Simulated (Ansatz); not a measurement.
Reaction (redistribution): `CB[BH][GaH2]` + `OCCBF` → `FBC[CH2][GaH2]` + `CBBO`

Isolated molecules relaxed with PBE0-D4/def2-TZVP in Ansatz; ΔE leaves out vibrations. CCSD(T)/CBS adds triple-zeta CCSD(T) − MP2 to the extrapolated MP2 energy (def2 sets, frozen cores). DFT in def2-TZVPP. For Ga outer-core shells are correlated without core-valence functions, which leaves a few kJ/mol of doubt a bond. Scalar relativity is left out up to krypton. Each species was taken in one conformer, which may not be the lowest.

```
         level  ΔE (kJ/mol)
       ωB97X-V       -166.2
          PBE0       -161.4
MP2/def2-QZVPP       -185.7
  HF/CBS(def2)       -163.6
```

Q: What does CCSD(T)/CBS give? (An estimate is asked.)

A: Computed: -173.7 kJ/mol. The listed levels differ from it by 7.5, 12.3, -12.0, 10.1 kJ/mol.

Largest T1 diagnostic among the species: 0.014.

In def2-TZVPP, CCSD(T) changes the Hartree–Fock value by −10.7 kJ/mol (the triples alone add −1.7 kJ/mol) and MP2 by −22.5 kJ/mol. From PBE to PBE0 (25 % exact exchange), in def2-TZVPP and without D4, ΔE moves by −4.3 kJ/mol.

CCSD(T)/CBS has its own doubt, a few kJ/mol and more with outer-core shells, so smaller differences from it don't rank the levels.
